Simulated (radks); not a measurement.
Valence configurations of Zr2+ (all share [Kr]). Method: scalar-relativistic Kohn-Sham, PBE, spin-unpolarised, spherical densities, finite nucleus; Fermi nuclear charge, rms radius 4.2694 fm; computed with a radial shooting solver on a logarithmic mesh with Libxc functionals. Energies are relative to 4d2; eigenvalues in eV.

valence	E (eV)	e(4d)	e(5p)	e(5s)
4d2	0.000	-17.300	-	-
4d1.5 5s0.5	0.762	-18.513	-	-16.726
4d1 5s1	1.793	-19.778	-	-17.442
4d1.5 5p0.5	3.012	-18.979	-12.533	-
5s2	4.708	-	-	-18.902
4d1 5p1	6.451	-20.692	-13.384	-
5p2	14.679	-	-14.980	-

NIST lists [Kr] 4d2 as the ground configuration; this level of theory agrees among the configurations tried. The energies are those of spherical spin-averaged densities, not of single terms.
